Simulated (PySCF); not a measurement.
Molecule: `InChI=1S/C2H3BF2O2/c4-3(5)1-2(6)7/h1H2,(H,6,7)`.

Structure with atom numbers: `[O:1]=[C:2]([OH:3])[CH2:4][B:5]([F:6])[F:7]`; H(Xn) means a hydrogen on atom n.

Spin–spin couplings on one PBE0-D3(BJ)/def2-SVP geometry, PySCF, gas phase, non-relativistic, equivalent pairs averaged (spin–dipole term only in couplings to heteroatoms); isotopes ¹¹B, ¹⁹F, ¹³C, ¹H, ¹⁷O; functional B3LYP.

How do the couplings (Hz) change with the basis set? Times are CPU seconds on shared hosts with different chips, so compare them loosely. Far from the basis limit: pcJ-0, 6-31G*, def2-TZVP, cc-pVTZ.

Answers


| basis set | functions | ¹J(B5,F6) | ¹J(C4,H(C4)) | ¹J(C4,B5) | ¹J(O1,C2) | ¹J(C2,C4) | ¹J(C2,O3) | ¹J(O3,H(O3)) | core-s |
| --- | --- | --- | --- | --- | --- | --- | --- | --- | --- |
| pcJ-0 | 100 | -247.9 | 113.4 | 62.1 | 58.6 | 47.0 | 46.5 | -42.9 | 8.8 |
| 6-31G* | 104 | -40.7 | 144.2 | 83.6 | 8.9 | 68.9 | 17.1 | -72.9 | 20 |
| def2-TZVP | 235 | -134.1 | 123.2 | 79.2 | 33.3 | 60.3 | 35.7 | -66.8 | 31 |
| cc-pVTZ | 252 | -164.8 | 112.9 | 72.8 | 11.5 | 52.4 | 30.5 | -58.6 | 35 |

The Fermi-contact term samples the wavefunction at the nucleus, which is why sets with added tight s functions (names with J) are made for couplings.
